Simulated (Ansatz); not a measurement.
Reaction (ligand exchange at a B–Se bond): `C[Se]B[SiH3]` + CH₃OH → `COB[SiH3]` + `C[SeH]`

Isolated molecules relaxed with PBE0-D4/def2-TZVP in Ansatz; ΔE leaves out vibrations. CCSD(T)/CBS is the MP2 limit (def2-TZVPP, def2-QZVPP) plus CCSD(T) − MP2 in def2-TZVPP, frozen cores. This one scheme is used for every species. Functionals use def2-TZVPP. B3LYP here is the variant with VWN-RPA as its local correlation; programs differ in this. For Se outer-core shells are correlated without core-valence functions, which leaves a few kJ/mol of doubt a bond. Scalar relativity is left out up to krypton. Each species was taken in one conformer, which may not be the lowest.

CCSD(T)/CBS gives -8.1 kcal/mol.

Another level gave -11.8 kcal/mol. Which?
A. r2SCANh/def2-TZVPP
B. B3LYP/def2-TZVPP
C. MP2/def2-TZVPP
D. BLYP-D4/def2-TZVPP

B. B3LYP -11.8, r2SCANh -8.7, BLYP-D4 -10.4, MP2/def2-TZVPP -7.7 kcal/mol.

Largest T1 diagnostic among the species: 0.014.

In def2-TZVPP, CCSD(T) changes the Hartree–Fock value by +5.1 kcal/mol (the triples alone add +0.9 kcal/mol) and MP2 by +6.4 kcal/mol. The D4 term adds +1.1 kcal/mol with B3LYP and +0.6 kcal/mol with PBE0; it sums over pairs of atoms, weighted by their polarisabilities, and B3LYP, whose exchange is more repulsive, gets the larger term.
